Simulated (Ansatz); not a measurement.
Ansatz (a program for electronic structure) input (RI-MP2/def2-TZVPPD):
A basis named .json is the Basis Set Exchange file of that set.

Ansatz 0.2 input:
```yaml
crystal:
  periodic: [false, false, false]
  atoms:
    - {symbol: C, position_ang: [-2.57200524, -0.32058763, 0.08779760]}
    - {symbol: Sn, position_ang: [-0.44990932, -0.05607895, 0.01535804]}
    - {symbol: Br, position_ang: [0.58903018, -1.55993633, -1.67205907]}
    - {symbol: Br, position_ang: [0.14712063, 2.28186143, -0.58957898]}
    - {symbol: Br, position_ang: [0.59659730, -0.55580470, 2.21614355]}
    - {symbol: H, position_ang: [-2.77375501, -1.35491913, 0.35530723]}
    - {symbol: H, position_ang: [-2.97077891, 0.35793351, 0.83792735]}
    - {symbol: H, position_ang: [-2.97415268, -0.08975521, -0.89561475]}
basis:
  gaussian:
    orbitals: def2-TZVPPD.json
    fitting: {mean_field: def2-universal-jkfit, correlation: def2-TZVPPD-RIFIT.json}
magnetization: {spin_polarized: true, initial_magnetization: 2}
correlation: {method: mp2, electrons: outside_noble_gas}
```

Output:

```
Functional definition: HF
integrals: 0.86 GiB planned
1145 factors; integrals over basis functions are off by at most 9.3e-1 eV
934 factors; integrals over basis functions are off by at most 1.2e2 eV
2.02 GiB of device memory are held for the factors and their scratch space
mean field: 3.02 GiB planned
mean field evaluation 1: about -216876.8983 eV, gradient 2.1e1 eV
mean field evaluation 2: about -216878.8231 eV, gradient 1.2e1 eV
mean field evaluation 4: about -216879.6060 eV, gradient 1.2e0 eV
mean field evaluation 8: about -216879.6509 eV, gradient 1.2e-1 eV
mean field evaluation 16: about -216880.4202 eV, gradient 1.6e0 eV
mean field evaluation 32: about -216879.5385 eV, gradient 2.0e0 eV
mean field evaluation 64: about -216880.4162 eV, gradient 3.5e0 eV
mean field evaluation 96: about -216879.8633 eV, gradient 4.8e0 eV
mean field evaluation 128: about -216880.4694 eV, gradient 4.9e0 eV
mean field evaluation 160: about -216880.6342 eV, gradient 1.9e-1 eV
mean field evaluation 192: about -216880.6391 eV, gradient 8.5e-4 eV
mean field evaluation 224: about -216879.6503 eV, gradient 7.5e-5 eV
mean field evaluation 256: about -216880.6311 eV, gradient 3.2e-2 eV
mean field -216880.63910299 eV, -7970.2164800579 hartree, gradient 7.0e-6 eV, S^2 2.026112; 21 other end points of the search recorded, 0 dependent functions left out
52 core orbitals not correlated
reference -216880.63910299 eV, -7970.2164800579 hartree; 17, 15 occupied and 246, 248 virtual orbitals, 934 factors
second order -20.12480855 eV of doubles, -0.00000000 eV of singles
Total energy: -216900.76391154 eV, -7970.9560531310 hartree
```

This state (charge 0, triplet) is run at the relaxed geometry of the species with charge 0 and multiplicity 1, and is a spin state other than that species' own.
